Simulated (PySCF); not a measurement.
C2H2F3, SMILES [CH2]C(F)(F)F, multiplicity 2.

The structure is a stationary point at B3LYP-D3(BJ)/def2-SVP. The isomer is the one that the SMILES or the coordinates give; other isomers of the formula were not compared.

The numbers are results of PySCF with PBE/def2-TZVP, not measurements.

```
Property                                                                                                         Value
---------------------------------------------------------------------------------------------  -----------------------
total energy                                                                                        -376.67459 hartree
point group                                                                                                         Cs
α spin, highest occupied and lowest empty level                                                      -6.41 and 0.89 eV
β spin, highest occupied and lowest empty level                                                     -9.35 and -4.04 eV
dipole moment                                                                                                   2.02 D
quadrupole, principal values (traceless, Buckingham form, about the centre of nuclear charge)   -3.16, -0.32, 3.48 D·Å
mean static polarisability                                                                        27.2 bohr³ (4.03 Å³)
polarisability, principal values                                                                24.6, 27.0, 29.9 bohr³
⟨S²⟩                                                                                           0.754 (pure state 0.75)
```
